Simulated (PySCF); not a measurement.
**Dipole response of Tc²⁺ (technetium, charge +2)**

[Kr] 4d5, high-spin 6S determinant. Computed with PySCF 2.14 in aug-cc-pVTZ-PP with one added diffuse shell each of s, p, d, f, g type with ECP28MDF (7s7p6d4f3g, 113 functions), with a scalar-relativistic core potential. Coupled (time-dependent) response in atomic units; α is the mean over directions.

```tsv
method	mean α (bohr³)	C₆ (like pair)	S(−4)
B3LYP	9.023	48.25	27.47
```

S(−4) is the Cauchy moment in α(ω) = α(0) + S(−4) ω² + …

α(iu) at B3LYP:

```tsv
u (hartree)	α(iu) (bohr³)
0	9.023
0.0500	8.955
0.100	8.762
0.200	8.118
0.300	7.339
0.500	5.913
0.750	4.595
1.00	3.657
1.50	2.448
2.00	1.730
3.00	0.9689
5.00	0.4123
```

For an ion, C₆ is the dispersion term alone; charge-induced terms of lower order in 1/R come first.

Energies and moments cover only the electrons outside the core potential.
